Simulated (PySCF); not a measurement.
# [La(OH)2]+ at several levels of theory

Computed with PySCF 2.14.0 (density fitting, no spin-orbit coupling) at the geometry relaxed with PBE0:

```xyz
5
[La(OH)2]+ (singlet)
La    0.0000    0.0000   -0.6791
O     1.7047   -0.0354    0.5264
H     2.3305   -0.0470    1.2585
O    -1.7047    0.0354    0.5264
H    -2.3305    0.0470    1.2585
```

```json
{"level": "PBE0", "basis": "La def2-SVP with ECP46, O def2-SVP, H def2-SVP", "state": "singlet", "HOMO (eV)": "-13.16", "gap (eV)": "6.71", "charge on La1 (e)": "1.41", "population of f-type functions on La1 (core shells left out)": "0.17", "dipole about the centre of mass (D)": "2.83", "largest force component (eV/Å)": "0.02"}
{"level": "B3LYP", "basis": "the same", "state": "singlet", "HOMO (eV)": "-12.85", "gap (eV)": "6.06", "charge on La1 (e)": "1.38", "population of f-type functions on La1 (core shells left out)": "0.16", "dipole about the centre of mass (D)": "2.77", "largest force component (eV/Å)": "0.42"}
{"level": "PBE0", "basis": "La def2-TZVP with ECP46, O def2-TZVP, H def2-TZVP", "state": "singlet", "HOMO (eV)": "-13.28", "gap (eV)": "6.80", "charge on La1 (e)": "1.65", "population of f-type functions on La1 (core shells left out)": "0.15", "dipole about the centre of mass (D)": "3.13", "largest force component (eV/Å)": "0.28"}
```

Charges are Mulliken's, which hang on the basis. The relaxation used the grid (50, 194), these runs (75, 302) or, all-electron (x2c bases, spin-free X2C Hamiltonian), (99, 590).

**Question.** What does CAM-B3LYP with La def2-SVP with ECP46, O def2-SVP, H def2-SVP give here?

**Answer.** state singlet, HOMO (eV) -14.54, gap (eV) 8.81, charge on La1 (e) 1.41, population of f-type functions on La1 (core shells left out) 0.18, dipole about the centre of mass (D) 2.99, largest force component (eV/Å) 0.20. Time: 19 s on 2 threads of Intel(R) Xeon(R) Processor @ 2.50GHz (Skylake/Cascade Lake) (shared host), from an already converged density.

In the first row's basis the gap widens with exact exchange: 6.1 to 6.7 eV for B3LYP, PBE0 (a fixed share); 8.8 eV for CAM-B3LYP (rising or full at long range).
